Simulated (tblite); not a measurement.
A geometry optimisation, step by step.

C₇H₆ClS (doublet state).
Bonds: C1–C2 (double), C2–C3, C2–C4, C4–C5 (aromatic), C5–C6 (aromatic), C6–C7 (aromatic), C7–Cl8, C7–S9 (aromatic), C4–S9 (aromatic). Hydrogens: H10, H11 on C1; H12, H13, H14 on C3; H15 on C5.
Bond orders are those of one Lewis drawing.

Computed with GFN2-xTB (tblite), gas phase: L-BFGS steps from a force-field or distance-geometry start until the largest atomic force falls under 0.01 eV/Å. 10 of its 58 geometries are shown.

Step 0: E = -699.0068 eV, largest atomic force 3.121 eV/Å
```
atom  x, y, z in Å  |  force x, y, z in eV/Å
C1     -1.401   -0.509   -1.537   -0.075  -0.232  -0.878
C2     -0.975   -0.127   -0.350    0.765  -0.145   0.473
C3     -1.931    0.176    0.753   -0.377   1.592   0.056
C4      0.467   -0.021   -0.108   -0.170  -0.071   0.089
C5      1.071    0.339    1.074   -2.480   0.379   1.104
C6      2.417    0.363    1.046    2.375  -0.555  -1.947
C7      3.043    0.027   -0.113   -0.289   0.223   0.851
Cl8     4.789   -0.013   -0.361   -1.615  -0.089  -0.194
S9      1.665   -0.385   -1.343    1.124   0.381   1.052
H10    -0.666   -0.724   -2.296   -0.218  -0.081  -0.256
H11    -2.447   -0.601   -1.774    0.102  -0.029  -0.069
H12    -2.914    0.496    0.295    1.027  -0.359   0.634
H13    -1.492    1.053    1.314   -0.834  -0.979  -0.260
H14    -2.112   -0.675    1.410    0.182   0.211  -0.031
H15     0.480    0.610    1.966    0.481  -0.248  -0.624
```

Step 6: E = -699.4034 eV, largest atomic force 0.433 eV/Å
```
atom  x, y, z in Å  |  force x, y, z in eV/Å
C1     -1.383   -0.516   -1.566    0.039  -0.044  -0.122
C2     -0.943   -0.141   -0.367    0.064   0.116   0.054
C3     -1.906    0.204    0.735   -0.133   0.184   0.112
C4      0.477   -0.029   -0.086    0.078   0.050   0.103
C5      1.039    0.355    1.107   -0.003  -0.057   0.001
C6      2.426    0.363    1.046   -0.054   0.077   0.204
C7      3.005    0.026   -0.101    0.252   0.080   0.231
Cl8     4.673   -0.037   -0.434   -0.067  -0.079  -0.247
S9      1.744   -0.359   -1.274   -0.389  -0.080  -0.172
H10    -0.687   -0.747   -2.352   -0.016  -0.072  -0.108
H11    -2.433   -0.604   -1.786    0.057   0.019  -0.007
H12    -2.874    0.488    0.323    0.077  -0.058  -0.099
H13    -1.555    1.036    1.344    0.057  -0.010  -0.103
H14    -2.078   -0.637    1.401    0.140  -0.150   0.006
H15     0.490    0.607    1.987   -0.102   0.023   0.146
```

Step 13: E = -699.4449 eV, largest atomic force 0.102 eV/Å
```
atom  x, y, z in Å  |  force x, y, z in eV/Å
C1     -1.362   -0.514   -1.574   -0.010   0.003  -0.012
C2     -0.936   -0.122   -0.373    0.045  -0.017  -0.008
C3     -1.902    0.211    0.728   -0.028   0.030  -0.011
C4      0.471   -0.015   -0.052    0.067  -0.002  -0.021
C5      1.032    0.355    1.145    0.023   0.029   0.013
C6      2.423    0.372    1.078    0.016  -0.018   0.049
C7      3.000    0.035   -0.071   -0.035  -0.010  -0.008
Cl8     4.634   -0.067   -0.528   -0.052   0.001   0.002
S9      1.713   -0.354   -1.244   -0.028  -0.015  -0.097
H10    -0.692   -0.770   -2.377    0.085   0.009   0.055
H11    -2.412   -0.596   -1.791   -0.040   0.019  -0.008
H12    -2.868    0.468    0.303   -0.047  -0.048   0.031
H13    -1.551    1.048    1.325   -0.032   0.010  -0.055
H14    -2.026   -0.649    1.386    0.002   0.010   0.010
H15     0.471    0.606    2.023    0.035  -0.002   0.059
```

Step 19: E = -699.4512 eV, largest atomic force 0.138 eV/Å
```
atom  x, y, z in Å  |  force x, y, z in eV/Å
C1     -1.353   -0.511   -1.574    0.012   0.001  -0.015
C2     -0.935   -0.118   -0.372   -0.003  -0.002   0.003
C3     -1.908    0.211    0.722   -0.027   0.031   0.027
C4      0.471   -0.008   -0.045   -0.019   0.001  -0.012
C5      1.035    0.359    1.153   -0.028  -0.038   0.009
C6      2.425    0.360    1.083    0.015   0.003   0.002
C7      2.990    0.030   -0.073   -0.074  -0.023  -0.062
Cl8     4.610   -0.073   -0.549    0.136  -0.007  -0.020
S9      1.700   -0.349   -1.249   -0.001   0.033   0.069
H10    -0.662   -0.772   -2.358   -0.015   0.007  -0.004
H11    -2.404   -0.585   -1.797    0.050  -0.010  -0.045
H12    -2.885    0.439    0.306   -0.016  -0.025  -0.021
H13    -1.565    1.065    1.298   -0.048   0.035   0.022
H14    -2.010   -0.642    1.389    0.016   0.004   0.074
H15     0.487    0.602    2.044    0.003  -0.008  -0.026
```

Step 25: E = -699.4600 eV, largest atomic force 0.102 eV/Å
```
atom  x, y, z in Å  |  force x, y, z in eV/Å
C1     -1.332   -0.504   -1.574   -0.017   0.017   0.027
C2     -0.945   -0.110   -0.361   -0.007   0.014   0.003
C3     -1.928    0.218    0.728    0.034  -0.033  -0.023
C4      0.462    0.001   -0.032   -0.002  -0.029   0.012
C5      1.042    0.343    1.165    0.027   0.008  -0.020
C6      2.433    0.335    1.074    0.004  -0.006   0.002
C7      2.981    0.017   -0.095    0.080   0.030   0.056
Cl8     4.611   -0.084   -0.576   -0.074  -0.008   0.003
S9      1.678   -0.330   -1.253    0.006  -0.006  -0.019
H10    -0.617   -0.768   -2.337   -0.026   0.033   0.015
H11    -2.372   -0.575   -1.840   -0.011  -0.016   0.008
H12    -2.918    0.373    0.307    0.022  -0.029   0.013
H13    -1.631    1.113    1.268   -0.018   0.007  -0.036
H14    -1.978   -0.609    1.438    0.007   0.050  -0.010
H15     0.510    0.589    2.065   -0.026  -0.030  -0.032
```

Step 32: E = -699.4642 eV, largest atomic force 0.061 eV/Å
```
atom  x, y, z in Å  |  force x, y, z in eV/Å
C1     -1.330   -0.492   -1.570    0.011  -0.010  -0.015
C2     -0.946   -0.105   -0.354    0.002  -0.021  -0.010
C3     -1.933    0.221    0.729    0.017  -0.019  -0.009
C4      0.464   -0.006   -0.029    0.001   0.035   0.008
C5      1.047    0.330    1.166   -0.007  -0.012   0.032
C6      2.439    0.324    1.082   -0.021   0.000  -0.045
C7      2.985    0.019   -0.091    0.036  -0.018  -0.005
Cl8     4.604   -0.097   -0.597   -0.026   0.015   0.041
S9      1.680   -0.320   -1.253    0.005  -0.016  -0.041
H10    -0.603   -0.743   -2.323   -0.003  -0.004  -0.061
H11    -2.364   -0.577   -1.851   -0.024   0.019   0.044
H12    -2.930    0.311    0.307   -0.007  -0.007   0.000
H13    -1.677    1.154    1.225    0.011   0.017  -0.012
H14    -1.946   -0.572    1.475    0.035   0.016   0.019
H15     0.506    0.563    2.062   -0.030   0.006   0.053
```

Step 38: E = -699.4692 eV, largest atomic force 0.092 eV/Å
```
atom  x, y, z in Å  |  force x, y, z in eV/Å
C1     -1.330   -0.487   -1.575   -0.027   0.017  -0.013
C2     -0.939   -0.111   -0.358   -0.014   0.016   0.008
C3     -1.924    0.220    0.724   -0.038   0.043   0.047
C4      0.467   -0.005   -0.032    0.005  -0.027  -0.016
C5      1.041    0.317    1.172    0.002   0.008  -0.017
C6      2.433    0.317    1.083    0.021  -0.011   0.076
C7      2.987    0.013   -0.086   -0.090  -0.002  -0.019
Cl8     4.604   -0.098   -0.584    0.074   0.010   0.015
S9      1.684   -0.317   -1.258    0.000   0.018   0.032
H10    -0.617   -0.716   -2.349   -0.035  -0.026  -0.003
H11    -2.372   -0.570   -1.824   -0.018  -0.006  -0.055
H12    -2.930    0.249    0.313    0.025  -0.027   0.027
H13    -1.704    1.190    1.167    0.016  -0.028  -0.035
H14    -1.894   -0.528    1.516    0.033   0.005  -0.026
H15     0.490    0.533    2.067    0.045   0.009  -0.021
```

Step 44: E = -699.4732 eV, largest atomic force 0.047 eV/Å
```
atom  x, y, z in Å  |  force x, y, z in eV/Å
C1     -1.336   -0.473   -1.580   -0.018  -0.011  -0.011
C2     -0.941   -0.109   -0.360    0.007   0.003  -0.031
C3     -1.923    0.224    0.725    0.015  -0.008  -0.013
C4      0.466   -0.010   -0.032   -0.006   0.008  -0.010
C5      1.042    0.300    1.175   -0.020  -0.018  -0.002
C6      2.433    0.295    1.092   -0.018  -0.012  -0.014
C7      2.983    0.007   -0.084    0.039   0.009   0.024
Cl8     4.607   -0.098   -0.570    0.005   0.003   0.001
S9      1.683   -0.304   -1.260    0.008   0.003   0.011
H10    -0.628   -0.696   -2.361   -0.008  -0.018   0.024
H11    -2.377   -0.561   -1.832   -0.011   0.023  -0.015
H12    -2.935    0.161    0.335   -0.001   0.006   0.043
H13    -1.749    1.234    1.093   -0.007  -0.014   0.006
H14    -1.825   -0.467    1.561    0.018   0.007  -0.012
H15     0.495    0.506    2.075   -0.003   0.020  -0.001
```

Step 51: E = -699.4752 eV, largest atomic force 0.028 eV/Å
```
atom  x, y, z in Å  |  force x, y, z in eV/Å
C1     -1.349   -0.475   -1.587    0.007   0.021   0.005
C2     -0.943   -0.108   -0.372   -0.006  -0.013   0.015
C3     -1.914    0.223    0.724    0.011   0.004   0.010
C4      0.466   -0.012   -0.042   -0.002   0.014  -0.001
C5      1.034    0.295    1.170   -0.001  -0.005   0.001
C6      2.426    0.288    1.098   -0.008   0.005  -0.012
C7      2.988    0.007   -0.074    0.007  -0.002   0.001
Cl8     4.617   -0.089   -0.549   -0.027   0.000   0.009
S9      1.694   -0.303   -1.259    0.002  -0.011  -0.022
H10    -0.647   -0.708   -2.371    0.002  -0.012   0.002
H11    -2.393   -0.547   -1.833    0.011   0.002  -0.006
H12    -2.934    0.151    0.358    0.023  -0.014   0.007
H13    -1.744    1.236    1.085    0.003   0.015   0.006
H14    -1.792   -0.461    1.562   -0.002  -0.005  -0.015
H15     0.486    0.510    2.067   -0.020   0.001   0.000
```

Step 57: E = -699.4756 eV, largest atomic force 0.009 eV/Å
```
atom  x, y, z in Å  |  force x, y, z in eV/Å
C1     -1.348   -0.472   -1.588   -0.002  -0.003  -0.002
C2     -0.942   -0.108   -0.372   -0.005   0.007  -0.003
C3     -1.910    0.225    0.726    0.001  -0.003   0.001
C4      0.466   -0.012   -0.045   -0.003  -0.003   0.001
C5      1.031    0.294    1.169   -0.001   0.003   0.000
C6      2.423    0.288    1.098   -0.001   0.003  -0.002
C7      2.986    0.006   -0.073    0.001   0.002   0.000
Cl8     4.615   -0.089   -0.545   -0.003  -0.003   0.001
S9      1.694   -0.304   -1.261    0.002  -0.004  -0.001
H10    -0.648   -0.713   -2.369    0.008   0.004  -0.001
H11    -2.393   -0.541   -1.836   -0.005   0.000  -0.003
H12    -2.931    0.143    0.365    0.000  -0.001  -0.005
H13    -1.745    1.239    1.084    0.004  -0.001   0.003
H14    -1.781   -0.459    1.564    0.004   0.000   0.008
H15     0.478    0.509    2.062   -0.001   0.001   0.003
```

**Question.** Summarise the path.

**Answer.** The energy falls by 10.81 kcal/mol from step 0 to step 57; nine tenths of that is first reached at step 9. It falls at every step. The largest force goes from 3.121 to 0.009 eV/Å. Among the bonds C7–S9 changes most, from 1.893 to 1.782 Å; the atoms move by 0.204 Å rms after alignment.

**Question.** Follow the three bonds and two angles with the largest change from start to end.

**Answer.** 
```tsv
step	E above end (kcal/mol)	largest force (eV/Å)	C7–S9 (Å)	C7–Cl8 (Å)	C5–C6 (Å)	Cl8–C7–S9 (°)	C6–C7–Cl8 (°)
0	10.81	3.121	1.893	1.764	1.346	128.7	125.5
2	4.43	0.786	1.859	1.719	1.404	128.0	126.1
5	2.05	0.502	1.770	1.692	1.385	125.5	127.0
7	1.34	0.359	1.774	1.707	1.391	122.7	128.1
10	0.89	0.192	1.798	1.693	1.391	120.4	131.3
12	0.75	0.147	1.789	1.695	1.392	120.2	131.8
15	0.65	0.097	1.779	1.703	1.394	120.2	131.3
17	0.61	0.073	1.782	1.698	1.393	119.9	131.4
20	0.53	0.150	1.786	1.692	1.392	119.5	131.9
22	0.46	0.112	1.780	1.697	1.392	119.9	131.6
25	0.36	0.102	1.778	1.702	1.394	120.4	131.1
27	0.33	0.053	1.781	1.697	1.394	120.1	131.4
30	0.29	0.061	1.783	1.696	1.394	119.6	132.0
32	0.26	0.061	1.780	1.700	1.395	119.4	132.0
35	0.21	0.068	1.781	1.700	1.395	119.2	132.3
37	0.17	0.093	1.783	1.696	1.395	119.3	132.4
40	0.10	0.069	1.781	1.698	1.394	119.9	131.5
42	0.09	0.149	1.777	1.701	1.394	120.2	131.0
45	0.04	0.040	1.782	1.697	1.394	119.8	131.7
47	0.03	0.045	1.782	1.698	1.394	119.9	131.7
50	0.01	0.038	1.782	1.700	1.394	120.0	131.5
52	0.01	0.034	1.782	1.699	1.394	119.9	131.6
55	0.00	0.020	1.783	1.698	1.394	119.9	131.6
57	0.00	0.009	1.782	1.698	1.394	120.0	131.5
```

The cost below is that of the whole relaxation. Time: 0.45 s of wall time. Hardware: an Arm Neoverse V2 with one thread, shared host with 96 logical CPUs at a one-minute load of 79.
